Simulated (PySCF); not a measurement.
Core-level binding energies of `C/N=C\C#CB(O)O`

Compound: C4H6BNO2.
SMILES with atom numbers: `[CH3:1]/[N:2]=[CH:3]\[C:4]#[C:5][B:6]([OH:7])[OH:8]`

Structure used (PBE0-D3(BJ)/def2-SVP), in Å, numbered top down from 1:
```
atom  x, y, z in Å
C1    -2.7154   -0.0096    0.5357
N2    -2.4202   -1.3759    0.2179
C3    -1.2321   -1.7223   -0.0810
C4    -0.0728   -0.8767   -0.1446
C5     0.9345   -0.1910   -0.2108
B6     2.2082    0.6734   -0.2848
O7     3.0340    0.4822   -1.3489
O8     2.4186    1.5679    0.7187
H9    -3.4286    0.3783   -0.2108
H10   -3.2447    0.0209    1.5021
H11   -1.8396    0.6635    0.5784
H12   -1.0566   -2.7818   -0.3253
H13    3.8181    1.0384   -1.3668
H14    3.2287    2.0811    0.6486
```

The calculation used delta-SCF UKS SCAN, pcX-2 on the ionised atom, pcseg-1 elsewhere, spin-free X2C (PySCF 2.14.0). Each binding energy is the total energy of the core-ionised species, with the hole localised on one atom, minus that of the ground state; both are solved self-consistently, so orbital relaxation is included.

Question: What binding energy does each computed site have?

Answer: 
```json
{"atom(s)": "B6", "bonded to": "2 O and C", "level": "B 1s", "binding energy (eV)": "197.86", "above the level's lowest (eV)": "0.00", "count": "1"}
{"atom(s)": "C5", "bonded to": "C (triple bond) and B", "level": "C 1s", "binding energy (eV)": "289.93", "above the level's lowest (eV)": "0.00", "count": "1"}
{"atom(s)": "C4", "bonded to": "C (triple bond) and C", "level": "C 1s", "binding energy (eV)": "290.52", "above the level's lowest (eV)": "+0.59", "count": "1"}
{"atom(s)": "C1", "bonded to": "N and 3 H", "level": "C 1s", "binding energy (eV)": "291.24", "above the level's lowest (eV)": "+1.31", "count": "1"}
{"atom(s)": "C3", "bonded to": "N (double bond), C and H", "level": "C 1s", "binding energy (eV)": "292.00", "above the level's lowest (eV)": "+2.07", "count": "1"}
{"atom(s)": "N2", "bonded to": "C (double bond) and C", "level": "N 1s", "binding energy (eV)": "404.36", "above the level's lowest (eV)": "0.00", "count": "1"}
{"atom(s)": "O7/O8", "bonded to": "H and B", "level": "O 1s", "binding energy (eV)": "539.43", "above the level's lowest (eV)": "0.00", "count": "2"}
```

Lowest listed C 1s: C5, bonded to C (triple bond) and B. Highest, 2.07 eV above it: C3, bonded to N (double bond), C and H. The widest gap between neighbouring values is 0.76 eV, between 291.24 and 292.00 eV.

Question: What is the C 1s shift of C4 against C1?

Answer: 290.52 − 291.24 = -0.72 eV, or -69 kJ/mol.

Question: Which effective nuclear charge Zeff reproduces each element's mean 1s value in the hydrogen-like formula E = 13.606 eV × Zeff²?

Answer: B (Z = 5): mean 197.9 eV, Zeff = 3.81, Z − Zeff = 1.19; C (Z = 6): mean 290.9 eV, Zeff = 4.62, Z − Zeff = 1.38; N (Z = 7): mean 404.4 eV, Zeff = 5.45, Z − Zeff = 1.55; O (Z = 8): mean 539.4 eV, Zeff = 6.30, Z − Zeff = 1.70. Means run over the listed sites, weighted by atom count.

One atom of each set of topologically equivalent atoms was ionised and stands for the set; in this conformer not all members are related by symmetry, and their own values weren't computed. Spin contamination (⟨S²⟩ against 0.75 for a pure doublet) is marked for C 1s of C3 (0.89), C 1s of C4 (0.90) and C 1s of C5 (0.88), which makes these values less certain. The structure is a single PBE0-D3(BJ)/def2-SVP conformer in the gas phase; no vibrational or solvent corrections.
